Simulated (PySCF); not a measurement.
C4H6F2, SMILES CCC=C(F)F.

The structure is a stationary point at PBE0-D3(BJ)/def2-SVP. One conformer was computed; it need not be the lowest.

Level of theory: TDDFT-PBE/def2-SVPD (PySCF).

Vertical excitations. Gas-phase values at a fixed geometry.

Computed lowest excited states:
| state | energy (eV) | λ (nm) | f | main pairs |
|---|---|---|---|---|
| S1 | 6.01 | 206 | 0.030 | HOMO→LUMO+1 82 %, HOMO→LUMO 17 % |
| S2 | 6.62 | 187 | 0.059 | HOMO→LUMO+2 77 %, HOMO→LUMO 15 % |
| S3 | 6.97 | 178 | 0.018 | HOMO→LUMO+3 86 % |
| S4 | 7.06 | 176 | 0.043 | HOMO→LUMO+4 73 % |
| S5 | 7.51 | 165 | 0.244 | HOMO→LUMO 44 %, HOMO→LUMO+4 19 %, HOMO→LUMO+2 10 %, HOMO→LUMO+1 8 % |
| S6 | 7.90 | 157 | 0.003 | HOMO→LUMO+5 83 %, HOMO−1→LUMO 14 % |
| S7 | 7.97 | 156 | 0.019 | HOMO−1→LUMO 82 % |
| S8 | 8.32 | 149 | 0.015 | HOMO−2→LUMO 95 % |
| S9 | 8.38 | 148 | 0.001 | HOMO−1→LUMO+1 69 %, HOMO→LUMO+6 28 % |
| S10 | 8.39 | 148 | 0.011 | HOMO→LUMO+6 71 %, HOMO−1→LUMO+1 27 % |
| T1 | 4.64 | 267 | 0 | HOMO→LUMO 93 % |
| T2 | 5.87 | 211 | 0 | HOMO→LUMO+1 95 % |
| T3 | 6.56 | 189 | 0 | HOMO→LUMO+2 98 % |
| T4 | 6.90 | 180 | 0 | HOMO→LUMO+3 95 % |
Triplets are in the Tamm–Dancoff approximation, which puts them higher than full response would, so one can lie above its singlet here.
